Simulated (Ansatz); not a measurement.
Relaxation of AlF$_{2}$H$_{3}$O (7 atoms, charge 0, multiplicity 1), to a largest force component of 0.03 eV/Å in at most 50 steps.

These are results of Ansatz, RKS CAM-B3LYP-D4/def2-SVP, not measurements.

```xyz
7
Properties=species:S:1:pos:R:3
Al -0.032 -0.231 0.100
O -0.032 -0.337 1.830
H -0.844 -0.407 2.342
F 1.392 -0.248 -0.717
F -1.436 -0.152 -0.757
H 0.103 2.402 0.899
H 0.087 1.820 1.329
```

Problem. Where does it end, and by what steps?

Solution. The run converged. The force dipped under the threshold on the way, but the program's further checks kept it going. After 17 steps the energy has fallen by 0.188 eV; H6 moved furthest, 0.59 Å.

```tsv
step	energy less start (eV)	largest force component (eV/Å)	accepted
0	0.0000	1.392	yes
1	-0.0628	1.183	yes
2	-0.1315	0.975	yes
3	-0.1484	0.983	yes
4	-0.1720	0.556	yes
5	-0.1797	0.311	yes
6	-0.1817	0.524	yes
7	-0.1858	0.094	yes
8	-0.1861	0.034	yes
9	-0.1863	0.063	yes
10	-0.1870	0.020	yes
11	-0.1819	0.514	no
12	-0.1872	0.048	yes
13	-0.1873	0.073	yes
14	-0.1874	0.065	yes
15	-0.1876	0.090	yes
16	-0.1878	0.094	yes
17	-0.1884	0.007	yes
```

```xyz
7
Properties=species:S:1:pos:R:3
Al -0.071 -0.043 0.280
O -0.096 -0.511 1.892
H -0.845 -0.795 2.417
F 1.362 0.047 -0.532
F -1.457 0.086 -0.609
H 0.344 2.099 0.452
H 0.002 1.965 1.126
```

Whether the end is a true minimum wasn't checked by a vibrational analysis.

Run time: 26 s on 2 threads of Arm Neoverse V1, on a shared host, peak memory 0.15 GiB.
